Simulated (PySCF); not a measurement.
HgBr, SMILES [Br][Hg] (connectivity only; charge and spin as stated), neutral, multiplicity 2. Geometry: PBE-D3(BJ)/def2-TZVP. The spin state was assumed, not searched. The def2 effective core potentials stand for the cores of Hg; spin–orbit coupling is left out.

These are PySCF with PBE-D3(BJ)/def2-TZVP values and carry that method's errors.

Harmonic wavenumbers (cm⁻¹): 159. Rotational constants (GHz): 1.316 (linear); symmetry number 1.

**Question.** Work out the zero-point energy and the ideal-gas rigid-rotor harmonic-oscillator thermochemistry at 298.15 K and 1 atm.

**Answer.** ZPE = ½ Σ hcν = ½ × 159 cm⁻¹ = 0.23 kcal/mol. H − E(el) = 2.69 kcal/mol. Entropy in cal/(mol K): translation 42.79, rotation 18.80, vibration 2.56, spin 1.38, total 65.53. G − E(el) = -16.84 kcal/mol. Cp = 8.85 cal/(mol K).
